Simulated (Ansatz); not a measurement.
Consider the ligand exchange at the Si–Se bond: `B[Se][SiH2]Cl` + `O[SiH2]S` → `O[SiH2]S[SiH2]Cl` + `B[SeH]`.

Gas-phase electronic energies from Ansatz, PBE0-D4/def2-TZVP geometries. CCSD(T)/CBS is the MP2 limit (def2-TZVPP, def2-QZVPP) plus CCSD(T) − MP2 in def2-TZVPP, frozen cores. For Se outer-core shells are correlated without core-valence functions, which leaves a few kJ/mol of doubt a bond. Scalar relativity is left out up to krypton. One conformer a species, not always the lowest.

| species | CCSD(T)/def2-TZVPP energy (Eh) |
| --- | --- |
| `B[Se][SiH2]Cl` | -3176.17064 |
| `O[SiH2]S` | -764.39991 |
| `O[SiH2]S[SiH2]Cl` | -1513.86413 |
| `B[SeH]` | -2426.71089 |

Problem. Work out ΔE.

Solution. ΔE = (-1513.86413) + (-2426.71089) − (-3176.17064) − (-764.39991) = -0.00447 Eh = -0.12 eV. CCSD(T)/CBS gives -0.11 eV.

Largest T1 diagnostic among the species: 0.013.

The D4 term adds −0.06 eV with B3LYP and −0.03 eV with PBE0; it sums over pairs of atoms, weighted by their polarisabilities, and B3LYP, whose exchange is more repulsive, gets the larger term. In def2-TZVPP, CCSD(T) changes the Hartree–Fock value by −0.05 eV (the triples alone add −0.01 eV) and MP2 by −0.05 eV.

B3LYP here is the variant with VWN-RPA as its local correlation; programs differ in this.
